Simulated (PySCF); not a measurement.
**Working out the excitation energy of S**

S [Ne] 3s2 3p4 (3P) → S [Ne] 3s1 3p5 (3P). Calculation: PySCF 2.14, in aug-cc-pwCVDZ; no relativity, point nucleus. Frozen: nothing. Energies in hartree (1 hartree = 27.21139 eV):

```json
{"part": "UHF", "S (lower)": "-397.499208", "S (upper)": "-397.077676"}
{"part": "CCSD correlation", "S (lower)": "-0.264325", "S (upper)": "-0.340546"}
{"part": "(T)", "S (lower)": "-0.003538", "S (upper)": "-0.015963"}
```

Task: What does Hartree-Fock give?

Result: (-397.077676) − (-397.499208) = 0.421532 hartree = 11.470 eV.

Task: What do CCSD and CCSD(T) give?

Result: The CCSD correlation energies differ by -0.076221 hartree = -2.074 eV and the triples by -0.012425 hartree = -0.338 eV, so CCSD gives 9.396 eV and CCSD(T) 9.058 eV.

Measured between the centres of the two terms (NIST): 8.928 eV, so CCSD(T) (all electrons) is off by 0.130 eV.

A double-zeta basis recovers only part of the correlation energy.

The coupled-cluster amplitudes are large, so a single reference is strained.

What remains against the reference includes basis incompleteness and higher excitations.
